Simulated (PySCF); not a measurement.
Species: C₄H₈PSi (doublet state).
Geometry (GFN2-xTB, Å), atoms numbered from 1 in this order:
```xyz
14
C4H8PSi angstrom
C     -2.8288   -0.6382   -0.3279
C     -2.2864   -0.3546    1.0177
C     -0.9233    0.1258    0.8149
C      0.1887    0.5184    0.5568
Si     1.9164    1.0755    0.2386
P      3.2571   -0.6493    0.7642
H     -3.2193    0.1643   -0.9232
H     -2.5904   -1.5637   -0.8156
H     -2.8613    0.4220    1.5308
H     -2.2522   -1.2530    1.6411
H      2.2617    2.1877    1.1309
H      2.0267    1.4852   -1.1689
H      2.9372   -1.4073   -0.3477
H      4.3732   -0.1133    0.1462
```

The hyperfine couplings belong to this conformer and change with its torsions.

The species is `C(C[CH2])#C[SiH2]P` [radical].

Theory: UKS B3LYP, pcH-1 on C H P Si, non-relativistic, mean-field spin-orbit, GIAO in PySCF 2.14.0. One conformer (not necessarily the lowest) at the GFN2-xTB geometry, without solvent, vibrations or thermal averaging. The geometry wasn't refined by DFT: couplings that depend on bond lengths, twists or pyramidal angles can differ widely from those at the functional's own minimum. The SCF solution wasn't tested for stability.

The largest Mulliken spin populations are on C1 (+1.07) and C2 (-0.07). No atom but C1 exceeds +0.15. The positive populations add up to 1.16 and the negative ones to -0.16, together 2S = 1. The angles at C1 add up to 357.8°, so it is nearly planar; its axial dipolar tensor and the negative couplings of its protons fit spin in a p orbital normal to that plane.

(1) Find Q in a(H) = Q·ρ(C) for the protons on the planar carbons that carry spin.

(2) List the C–H protons on four-coordinate carbons next to a three-coordinate spin centre, with their couplings and θ (C–H bond against the normal to the plane of the centre's neighbours, projected along the bond that joins the two).

## Answers

(1) 
```
 H   C    ρ(C)  a(H) (G)  a/ρ (G)
H7  C1  +1.069    -21.58    -20.2
H8  C1  +1.069    -21.59    -20.2
```

These protons share one ρ (within 0.01), so their mean ratio, Q = -20.2 G, is no test of linearity. In McConnell's picture π spin on carbon polarises the C–H bond and leaves opposite spin at the proton, which makes Q negative, as found here.

(2) 
```csv
β H,on,centre,θ (°),cos²θ,a (G)
H9,C2,C1,62,0.23,+10.88
H10,C2,C1,61,0.23,+11.06
```

Couplings in gauss use g_iso = 2.0025.
